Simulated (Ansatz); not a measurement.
Ansatz (a first-principles code) input (B3LYP-D3(BJ)/def2-TZVP):

Ansatz 0.2 input:
```yaml
crystal:
  periodic: [false, false, false]
  atoms:
    - {symbol: C, position_ang: [-2.23602167, -0.12907857, -0.00847515]}
    - {symbol: C, position_ang: [-0.74449004, -0.17442297, 0.11709029]}
    - {symbol: C, position_ang: [0.00078433, -1.00543156, 0.91725390]}
    - {symbol: C, position_ang: [1.43907013, -0.87964936, 0.88370247]}
    - {symbol: C, position_ang: [1.73431041, 0.10556828, 0.00159997]}
    - {symbol: S, position_ang: [0.28646737, 0.88055291, -0.78711687]}
    - {symbol: H, position_ang: [-2.65362397, 0.84516866, 0.27125001]}
    - {symbol: H, position_ang: [-2.67888962, -0.88061286, 0.65211477]}
    - {symbol: H, position_ang: [-2.58029468, -0.33982218, -1.02771935]}
    - {symbol: H, position_ang: [-0.51900633, -1.72877902, 1.54778782]}
    - {symbol: H, position_ang: [2.68641778, 0.51328387, -0.31659222]}
basis:
  gaussian:
    orbitals: def2-TZVP
hamiltonian:
  xc: b3lyp
  dispersion: d3bj
total_charge: -1
phonons: {temperatures: {t_min: 298.15, t_max: 298.15, t_step: 100}}
```

Output:

```
Functional definition: B3LYP
integrals: 0.16 GiB planned
1391 factors; their error is unknown
mean field: 1.45 GiB planned
mean field evaluation 1: about -16089.9965 eV, gradient 7.1e1 eV
mean field evaluation 2: about -15992.9724 eV, gradient 1.8e2 eV
mean field evaluation 4: about -16101.7985 eV, gradient 2.5e1 eV
mean field evaluation 8: about -16103.2940 eV, gradient 2.5e-1 eV
mean field evaluation 16: about -16103.3012 eV, gradient 8.2e-3 eV
mean field -16103.30119269 eV, -591.7854036219 hartree, gradient 1.1e-5 eV, S^2 0.000000; 0 other end points of the search recorded, 0 dependent functions left out
the calculation of the forces begins
reference -16103.30147268 eV, -591.7854139114 hartree; 26, 26 occupied and 196, 196 virtual orbitals, 1391 factors
these checks for a lower state are left out or cut short: stability, starts, cluster_reference, orbital_swaps, neighbouring_geometries, increment
integrals: 0.16 GiB planned
1391 factors; their error is unknown
mean field: 1.45 GiB planned
mean field -16103.30102741 eV, -591.7853975480 hartree, gradient 3.5e-6 eV, S^2 0.000000; 0 other end points of the search recorded, 0 dependent functions left out
the calculation of the forces begins
reference -16103.30130739 eV, -591.7854078369 hartree; 26, 26 occupied and 196, 196 virtual orbitals, 1391 factors
these checks for a lower state are left out or cut short: stability, starts, cluster_reference, orbital_swaps, neighbouring_geometries, increment
integrals: 0.16 GiB planned
1391 factors; their error is unknown
mean field: 1.45 GiB planned
mean field evaluation 32: about -16103.2935 eV, gradient 5.6e-1 eV
mean field -16103.30102568 eV, -591.7853974841 hartree, gradient 3.5e-6 eV, S^2 0.000000; 0 other end points of the search recorded, 0 dependent functions left out
the calculation of the forces begins
reference -16103.30130568 eV, -591.7854077739 hartree; 26, 26 occupied and 196, 196 virtual orbitals, 1391 factors
these checks for a lower state are left out or cut short: stability, starts, cluster_reference, orbital_swaps, neighbouring_geometries, increment
integrals: 0.16 GiB planned
1391 factors; their error is unknown
mean field: 1.45 GiB planned
mean field -16103.30100238 eV, -591.7853966281 hartree, gradient 3.5e-6 eV, S^2 0.000000; 0 other end points of the search recorded, 0 dependent functions left out
the calculation of the forces begins
reference -16103.30128239 eV, -591.7854069180 hartree; 26, 26 occupied and 196, 196 virtual orbitals, 1391 factors
these checks for a lower state are left out or cut short: stability, starts, cluster_reference, orbital_swaps, neighbouring_geometries, increment
integrals: 0.16 GiB planned
1391 factors; their error is unknown
mean field: 1.45 GiB planned
mean field -16103.30108564 eV, -591.7853996877 hartree, gradient 3.5e-6 eV, S^2 0.000000; 0 other end points of the search recorded, 0 dependent functions left out
the calculation of the forces begins
reference -16103.30136561 eV, -591.7854099766 hartree; 26, 26 occupied and 196, 196 virtual orbitals, 1391 factors
these checks for a lower state are left out or cut short: stability, starts, cluster_reference, orbital_swaps, neighbouring_geometries, increment
integrals: 0.16 GiB planned
1391 factors; their error is unknown
mean field: 1.45 GiB planned
mean field -16103.30103525 eV, -591.7853978360 hartree, gradient 3.5e-6 eV, S^2 0.000000; 0 other end points of the search recorded, 0 dependent functions left out
the calculation of the forces begins
reference -16103.30131522 eV, -591.7854081245 hartree; 26, 26 occupied and 196, 196 virtual orbitals, 1391 factors
these checks for a lower state are left out or cut short: stability, starts, cluster_reference, orbital_swaps, neighbouring_geometries, increment
integrals: 0.16 GiB planned
[...]
1391 factors; their error is unknown
mean field: 1.45 GiB planned
mean field -16103.30117753 eV, -591.7854030646 hartree, gradient 3.5e-6 eV, S^2 0.000000; 0 other end points of the search recorded, 0 dependent functions left out
the calculation of the forces begins
reference -16103.30145752 eV, -591.7854133542 hartree; 26, 26 occupied and 196, 196 virtual orbitals, 1391 factors
these checks for a lower state are left out or cut short: stability, starts, cluster_reference, orbital_swaps, neighbouring_geometries, increment
integrals: 0.16 GiB planned
1391 factors; their error is unknown
mean field: 1.45 GiB planned
mean field -16103.30116896 eV, -591.7854027497 hartree, gradient 3.5e-6 eV, S^2 0.000000; 0 other end points of the search recorded, 0 dependent functions left out
the calculation of the forces begins
reference -16103.30144895 eV, -591.7854130390 hartree; 26, 26 occupied and 196, 196 virtual orbitals, 1391 factors
these checks for a lower state are left out or cut short: stability, starts, cluster_reference, orbital_swaps, neighbouring_geometries, increment
integrals: 0.16 GiB planned
1391 factors; their error is unknown
mean field: 1.45 GiB planned
mean field -16103.30109757 eV, -591.7854001260 hartree, gradient 3.5e-6 eV, S^2 0.000000; 0 other end points of the search recorded, 0 dependent functions left out
the calculation of the forces begins
reference -16103.30137755 eV, -591.7854104151 hartree; 26, 26 occupied and 196, 196 virtual orbitals, 1391 factors
these checks for a lower state are left out or cut short: stability, starts, cluster_reference, orbital_swaps, neighbouring_geometries, increment
integrals: 0.16 GiB planned
1391 factors; their error is unknown
mean field: 1.45 GiB planned
mean field evaluation 256: about -16103.3007 eV, gradient 5.3e-1 eV
mean field -16103.30111553 eV, -591.7854007860 hartree, gradient 3.5e-6 eV, S^2 0.000000; 0 other end points of the search recorded, 0 dependent functions left out
the calculation of the forces begins
reference -16103.30139552 eV, -591.7854110758 hartree; 26, 26 occupied and 196, 196 virtual orbitals, 1391 factors
these checks for a lower state are left out or cut short: stability, starts, cluster_reference, orbital_swaps, neighbouring_geometries, increment
integrals: 0.16 GiB planned
1391 factors; their error is unknown
mean field: 1.45 GiB planned
mean field -16103.30114671 eV, -591.7854019322 hartree, gradient 3.5e-6 eV, S^2 0.000000; 0 other end points of the search recorded, 0 dependent functions left out
the calculation of the forces begins
reference -16103.30142667 eV, -591.7854122205 hartree; 26, 26 occupied and 196, 196 virtual orbitals, 1391 factors
these checks for a lower state are left out or cut short: stability, starts, cluster_reference, orbital_swaps, neighbouring_geometries, increment
integrals: 0.16 GiB planned
1391 factors; their error is unknown
mean field: 1.45 GiB planned
mean field -16103.30119631 eV, -591.7854037549 hartree, gradient 3.5e-6 eV, S^2 0.000000; 0 other end points of the search recorded, 0 dependent functions left out
the calculation of the forces begins
reference -16103.30147633 eV, -591.7854140454 hartree; 26, 26 occupied and 196, 196 virtual orbitals, 1391 factors
these checks for a lower state are left out or cut short: stability, starts, cluster_reference, orbital_swaps, neighbouring_geometries, increment
integrals: 0.16 GiB planned
1391 factors; their error is unknown
mean field: 1.45 GiB planned
mean field -16103.30107326 eV, -591.7853992328 hartree, gradient 3.5e-6 eV, S^2 0.000000; 0 other end points of the search recorded, 0 dependent functions left out
the calculation of the forces begins
reference -16103.30135321 eV, -591.7854095208 hartree; 26, 26 occupied and 196, 196 virtual orbitals, 1391 factors
these checks for a lower state are left out or cut short: stability, starts, cluster_reference, orbital_swaps, neighbouring_geometries, increment
integrals: 0.16 GiB planned
1391 factors; their error is unknown
mean field: 1.45 GiB planned
mean field evaluation 288: about -16103.3011 eV, gradient 7.7e-3 eV
mean field -16103.30114652 eV, -591.7854019251 hartree, gradient 3.5e-6 eV, S^2 0.000000; 0 other end points of the search recorded, 0 dependent functions left out
the calculation of the forces begins
reference -16103.30142655 eV, -591.7854122160 hartree; 26, 26 occupied and 196, 196 virtual orbitals, 1391 factors
these checks for a lower state are left out or cut short: stability, starts, cluster_reference, orbital_swaps, neighbouring_geometries, increment
integrals: 0.16 GiB planned
1391 factors; their error is unknown
mean field: 1.45 GiB planned
mean field -16103.30117410 eV, -591.7854029385 hartree, gradient 3.5e-6 eV, S^2 0.000000; 0 other end points of the search recorded, 0 dependent functions left out
the calculation of the forces begins
reference -16103.30145410 eV, -591.7854132286 hartree; 26, 26 occupied and 196, 196 virtual orbitals, 1391 factors
these checks for a lower state are left out or cut short: stability, starts, cluster_reference, orbital_swaps, neighbouring_geometries, increment
integrals: 0.16 GiB planned
1391 factors; their error is unknown
mean field: 1.45 GiB planned
mean field -16103.30117032 eV, -591.7854027996 hartree, gradient 3.5e-6 eV, S^2 0.000000; 0 other end points of the search recorded, 0 dependent functions left out
the calculation of the forces begins
reference -16103.30145029 eV, -591.7854130884 hartree; 26, 26 occupied and 196, 196 virtual orbitals, 1391 factors
these checks for a lower state are left out or cut short: stability, starts, cluster_reference, orbital_swaps, neighbouring_geometries, increment
integrals: 0.16 GiB planned
1391 factors; their error is unknown
mean field: 1.45 GiB planned
mean field -16103.30116645 eV, -591.7854026576 hartree, gradient 3.5e-6 eV, S^2 0.000000; 0 other end points of the search recorded, 0 dependent functions left out
the calculation of the forces begins
reference -16103.30144645 eV, -591.7854129474 hartree; 26, 26 occupied and 196, 196 virtual orbitals, 1391 factors
these checks for a lower state are left out or cut short: stability, starts, cluster_reference, orbital_swaps, neighbouring_geometries, increment
integrals: 0.16 GiB planned
1391 factors; their error is unknown
mean field: 1.45 GiB planned
mean field evaluation 320: about -16103.3011 eV, gradient 3.5e-6 eV
mean field -16103.30114763 eV, -591.7854019658 hartree, gradient 3.5e-6 eV, S^2 0.000000; 0 other end points of the search recorded, 0 dependent functions left out
the calculation of the forces begins
reference -16103.30142761 eV, -591.7854122548 hartree; 26, 26 occupied and 196, 196 virtual orbitals, 1391 factors
these checks for a lower state are left out or cut short: stability, starts, cluster_reference, orbital_swaps, neighbouring_geometries, increment
integrals: 0.16 GiB planned
1391 factors; their error is unknown
mean field: 1.45 GiB planned
mean field -16103.30116973 eV, -591.7854027781 hartree, gradient 3.5e-6 eV, S^2 0.000000; 0 other end points of the search recorded, 0 dependent functions left out
the calculation of the forces begins
reference -16103.30144979 eV, -591.7854130699 hartree; 26, 26 occupied and 196, 196 virtual orbitals, 1391 factors
these checks for a lower state are left out or cut short: stability, starts, cluster_reference, orbital_swaps, neighbouring_geometries, increment
integrals: 0.16 GiB planned
1391 factors; their error is unknown
mean field: 1.45 GiB planned
mean field -16103.30112555 eV, -591.7854011546 hartree, gradient 3.5e-6 eV, S^2 0.000000; 0 other end points of the search recorded, 0 dependent functions left out
the calculation of the forces begins
reference -16103.30140548 eV, -591.7854114416 hartree; 26, 26 occupied and 196, 196 virtual orbitals, 1391 factors
Total energy: -16103.83015499 eV, -591.8048426278 hartree
Atom 0 at    -2.236022    -0.129079    -0.008475 Å, force    -0.000327     0.000006    -0.000024 eV/Å
Atom 1 at    -0.744490    -0.174423     0.117090 Å, force    -0.000474    -0.000248     0.000200 eV/Å
Atom 2 at     0.000784    -1.005432     0.917254 Å, force    -0.001976     0.000353    -0.000433 eV/Å
Atom 3 at     1.439070    -0.879649     0.883702 Å, force     0.001498    -0.000026     0.000109 eV/Å
Atom 4 at     1.734310     0.105568     0.001600 Å, force     0.000033     0.000126    -0.000113 eV/Å
Atom 5 at     0.286467     0.880553    -0.787117 Å, force     0.000295    -0.000046     0.000059 eV/Å
Atom 6 at    -2.653624     0.845169     0.271250 Å, force     0.000161    -0.000294     0.000032 eV/Å
Atom 7 at    -2.678890    -0.880613     0.652115 Å, force     0.000516     0.000316    -0.000259 eV/Å
Atom 8 at    -2.580295    -0.339822    -1.027719 Å, force     0.000146    -0.000050     0.000299 eV/Å
Atom 9 at    -0.519006    -1.728779     1.547788 Å, force    -0.000066    -0.000269     0.000242 eV/Å
Atom 10 at     2.686418     0.513284    -0.316592 Å, force     0.000194     0.000134    -0.000111 eV/Å
Dipole moment:    -1.024363     0.420643    -0.441561 e Å
Vibrations: 136.83 220.95 302.42 467.20 473.55 552.30 607.47 679.96 683.45 779.31 851.12 984.35 1049.03 1067.53 1157.12 1188.70 1295.78 1387.67 1394.83 1470.99 1474.36 1509.42 2981.09 3007.22 3047.16 3064.98 3149.76 cm⁻¹, zero-point energy 2.168765 eV
```

It need not be the lowest isomer of its formula. Whether it binds its extra electron was not tested at this geometry.
